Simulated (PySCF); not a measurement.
# From computed data to an observable: oscillator strength and radiative lifetime

C₄H₉FSi, SMILES [SiH2]1CC(C1)(F)C.

Geometry: PBE0-D3(BJ)/def2-SVP. This is a generated structure with no PubChem entry under its InChIKey; it may be hypothetical.

TDA-LC-ωPBE/def2-SVPD run with PySCF 2.14.0 puts the first singlet state with f over 0.02 at 8.19 eV (vertical), with the transition dipole (0.000, 0.000, 0.317) in atomic units.

Question: Find the oscillator strength, the wavelength and the radiative lifetime that this transition would have in vacuum if emission retraced absorption.

Answer: 
|μ|² = 0.1005 au, so |μ| = 0.81 D. ΔE = 8.19/27.211 = 0.3010 hartree. f = (2/3) ΔE |μ|² = 0.020 (the program prints 0.020).
λ = 1239.84/8.19 = 151 nm; ν = 66057 cm⁻¹.
Einstein's coefficient A = 0.6670 ν² f s⁻¹ (ν in cm⁻¹) = 5.9e7 s⁻¹, so τ = 1/A = 17 ns. This state is S1. The figure is the radiative limit of this one transition; relaxation, internal conversion, crossing to triplets and a medium change what is measured.
